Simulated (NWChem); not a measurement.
Molecule: C₄H₅F; SMILES C#C[C@H](C)F

Program: NWChem. All runs use the structure optimised with PBE-D3(BJ)/def2-SVP. Level: PBE/def2-SVP with SMD (1 M gas to 1 M solution), gas-phase geometry.

| solvent | dielectric constant | solvation free energy (kcal/mol) | cavity-dispersion-structure term (kcal/mol) | dipole in solution (D) |
|---|---|---|---|---|
| water | 78.4 | -0.5 | 4.7 | 2.12 |
| 1-octanol | 9.86 | -3.1 | 1.6 | 2.08 |
| ethylene glycol | 40.2 | -1.1 | 4.0 | 2.12 |
| chloroform | 4.71 | -4.4 | -0.3 | 2.02 |
| 2-propanol | 19.3 | -3.8 | 1.2 | 2.10 |
| dichloromethane | 8.93 | -4.9 | -0.2 | 2.07 |
